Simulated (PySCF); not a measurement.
UHF on V²⁺ (vanadium, charge +2)

Configuration: [Ar] 3d3, high-spin 4F determinant. Computed with PySCF 2.14 in aug-cc-pVDZ, with the non-relativistic Hamiltonian (point nucleus).

```json
{
 "Total energy": "-942.183686 hartree",
 "One-electron energy": "-1280.7246 hartree",
 "Hartree (Coulomb) energy": "382.5101 hartree",
 "Exchange energy": "-43.9691 hartree",
 "Kinetic energy": "942.11726 hartree",
 "⟨S²⟩": "3.7523",
 "⟨L²⟩": "12.032",
 "Sum of ⟨r⟩": "14.27 bohr",
 "Sum of ⟨r²⟩": "16.42 bohr²",
 "Density at the nucleus (Gaussians lack the cusp)": "8110 bohr⁻³",
 "Spin density at the nucleus": "-0.0905 bohr⁻³",
 "Langevin diamagnetic susceptibility": "-13.0 ×10⁻⁶ cm³/mol"
}
```

```
shell  electrons  mean orbital energy (hartree)  rms radius, mean of both spins (bohr)
 1s α          1                     -202.11936                                 0.0776
 1s β          1                     -202.11880                                 0.0776
 2s α          1                      -24.50959                                  0.335
 2s β          1                      -24.44544                                  0.335
 2p α          3                      -20.66132                                  0.304
 2p β          3                      -20.59681                                  0.304
 3s α          1                       -3.88878                                   1.03
 3s β          1                       -3.67349                                   1.03
 3p α          3                       -2.75641                                   1.11
 3p β          3                       -2.49201                                   1.11
 3d α          3                       -1.12254                                   1.43
```

Spin-orbit constants ζ (cm⁻¹) from the X2C one-electron operator on these orbitals (non-relativistic here): bare nucleus, nucleus screened by l(l+1)(2l+1)/3 electrons, and screened by the Breit-Pauli mean field of the electrons.

```json
{"shell": "2p", "bare": "39500", "screened nucleus": "36070", "mean field": "34470"}
{"shell": "3p", "bare": "4387", "screened nucleus": "4005", "mean field": "3798"}
{"shell": "3d", "bare": "376.8", "screened nucleus": "212.9", "mean field": "186.9"}
```

To first order the Landé constant is A = 62.29 cm⁻¹, so the lowest level has J = 3/2 and lies 0.0463 eV below the centre of the term. This holds in LS coupling only.
